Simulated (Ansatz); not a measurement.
Mulliken charges of `[Cl][Sb][Cl]` radical from r2SCAN/def2-TZVPP in Ansatz (PBE0-D4/def2-TZVP geometry).

```json
{"atom": "Cl1", "x (Å)": "1.049", "y (Å)": "1.312", "z (Å)": "0.708", "charge (e)": "-0.324"}
{"atom": "Sb2", "x (Å)": "-0.818", "y (Å)": "0.443", "z (Å)": "-0.397", "charge (e)": "0.648"}
{"atom": "Cl3", "x (Å)": "-0.242", "y (Å)": "-1.820", "z (Å)": "-0.325", "charge (e)": "-0.324"}
```

By hand: the dipole of these point charges (1 e Å = 4.8032 D).

Σ q r = (-0.792, 0.452, -0.381) e Å, of length 0.988 e Å = 4.75 D.

How does the dipole of the full density compare? (Estimate.)

Computed: (-0.409, 0.234, -0.197) e Å, 2.45 D; the point charges give 1.94 times that, at 0° from its direction.

Point charges leave out the atoms' own dipoles, such as those of lone pairs, and Mulliken's split depends on the basis, so the two needn't agree.
